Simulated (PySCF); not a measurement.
Li (SMILES [Li+]), charge +1, singlet; SCAN/def2-SV(P) (PySCF).

Here is a job for PySCF.
```python
from pyscf import gto, scf, dft

mol = gto.M(
    atom='''
Li    0.00000000    0.00000000    0.00000000
''',
    basis='def2-sv(p)',
    charge=1,
    verbose=4,
)

mf = dft.RKS(mol)
mf.xc = 'scan'
mf.grids.atom_grid = (150, 974)
mf.kernel()
```

### Question
Write the output that PySCF gives for this input, abridged.

### Answer

```
PySCF version 2.14.0

[INPUT] verbose = 4
[INPUT] num. atoms = 1
[INPUT] num. electrons = 2
[INPUT] charge = 1
[INPUT] spin (= nelec alpha-beta = 2S) = 0
[INPUT] symmetry False subgroup None
[INPUT] Mole.unit = angstrom
[INPUT] Symbol           X                Y                Z      unit          X                Y                Z       unit  Magmom
[INPUT]  1 Li     0.000000000000   0.000000000000   0.000000000000 AA    0.000000000000   0.000000000000   0.000000000000 Bohr   0.0

nuclear repulsion = 0
number of shells = 5
number of NR pGTOs = 16
number of NR cGTOs = 9
basis = def2-sv(p)
ecp = {}

******** <class 'pyscf.dft.rks.RKS'> ********
method = RKS
initial guess = minao
damping factor = 0
level_shift factor = 0
DIIS = <class 'pyscf.scf.diis.CDIIS'>
diis_start_cycle = 1
diis_space = 8
diis_damp = 0
SCF conv_tol = 1e-09
SCF conv_tol_grad = None
SCF max_cycles = 50
direct_scf = True
direct_scf_tol = 1e-13
XC library pyscf.dft.libxc version 7.1.2
    S. Lehtola, C. Steigemann, M. J. T. Oliveira, and M. A. L. Marques,  SoftwareX 7, 1–5 (2018)
XC functionals = scan
    J. Sun, A. Ruzsinszky, and J. P. Perdew,  Phys. Rev. Lett. 115, 036402 (2015)
    J. Sun, A. Ruzsinszky, and J. P. Perdew,  Phys. Rev. Lett. 115, 036402 (2015)
radial grids:
    Treutler-Ahlrichs [JCP 102, 346 (1995); DOI:10.1063/1.469408] (M4) radial grids

becke partition: Becke, JCP 88, 2547 (1988); DOI:10.1063/1.454033
pruning grids: <function nwchem_prune>
grids dens level: 3
symmetrized grids: False
atomic radii adjust function: <function treutler_atomic_radii_adjust>
User specified grid scheme (150, 974)
small_rho_cutoff = 0
Set gradient conv threshold to 3.16228e-05
Initial guess from minao.
tot grids = 74704
init E= -7.45667149610532
  HOMO = -1.94762787549676  LUMO = -0.0988863219300288  gap/eV = 50.30682
cycle= 1 E= -7.2773371376879  delta_E= 0.179  |g|= 0.0237  |ddm|= 0.817
  HOMO = -2.27903876341575  LUMO = 0.0259078142044502  gap/eV = 62.72079
cycle= 2 E= -7.2774676170235  delta_E= -0.00013  |g|= 0.00173  |ddm|= 0.0272
  HOMO = -2.27571900678343  LUMO = 0.0784386057902529  gap/eV = 64.05989
cycle= 3 E= -7.27746832044435  delta_E= -7.03e-07  |g|= 7.68e-05  |ddm|= 0.0021
  HOMO = -2.27575267537696  LUMO = 0.0864544465275143  gap/eV = 64.27893
cycle= 4 E= -7.27746830308938  delta_E= 1.74e-08  |g|= 0.000284  |ddm|= 0.000344
  HOMO = -2.27572358220585  LUMO = 0.0795636505241326  gap/eV = 64.09063
cycle= 5 E= -7.27746832184331  delta_E= -1.88e-08  |g|= 3.32e-06  |ddm|= 0.000365
  HOMO = -2.27572358190043  LUMO = 0.0795652872840029  gap/eV = 64.09067
cycle= 6 E= -7.27746832184522  delta_E= -1.91e-12  |g|= 1.64e-06  |ddm|= 2.35e-06
  HOMO = -2.2757235559941  LUMO = 0.0795648565223388  gap/eV = 64.09066
Extra cycle  E= -7.27746832184532  delta_E= -9.95e-14  |g|= 1.5e-06  |ddm|= 2.17e-07
converged SCF energy = -7.27746832184532
```
